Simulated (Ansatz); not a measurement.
C3H5BCl2, SMILES `B[C@]1(Cl)C[C@H]1Cl`, relaxed with RKS PBE0-D4/def2-TZVP in Ansatz 0.2.0 from a PBE-D4/def2-SVP geometry. The force threshold is 0.005 eV/Å; the program also tests the step.

Charge 0, multiplicity 1.

Start:

```xyz
11

B    -0.473   -1.437   -0.714
C    -0.221    0.068   -0.537
Cl   -1.033    1.191   -1.654
C     1.056    0.598    0.129
C    -0.159    0.504    0.973
Cl   -1.022    1.944    1.481
H     0.118   -2.198    0.032
H    -1.255   -1.868   -1.534
H     1.350    1.608   -0.195
H     1.885   -0.108    0.299
H    -0.246   -0.301    1.718
```

(1) How much energy does the relaxation release, and in how many steps? (An estimate is asked.)

(2) Which bonds change most? (Estimate.)

(3) Give the relaxed structure. (Best estimate.)

Results:

(1) Computed: 0.06 eV, in 11 steps.

(2) Ansatz gave: C2–C5 from 1.572 to 1.542 Å; C2–Cl3 from 1.780 to 1.755 Å; B1–H7 from 1.219 to 1.198 Å; B1–H8 from 1.212 to 1.191 Å.

(3) Computed: 
```xyz
11

B    -0.459   -1.427   -0.711
C    -0.266    0.073   -0.503
Cl   -1.056    1.172   -1.621
C     1.031    0.579    0.121
C    -0.164    0.512    0.971
Cl   -0.958    1.960    1.503
H     0.088   -2.162    0.062
H    -1.132   -1.863   -1.591
H     1.332    1.563   -0.215
H     1.833   -0.131    0.279
H    -0.248   -0.277    1.705
```
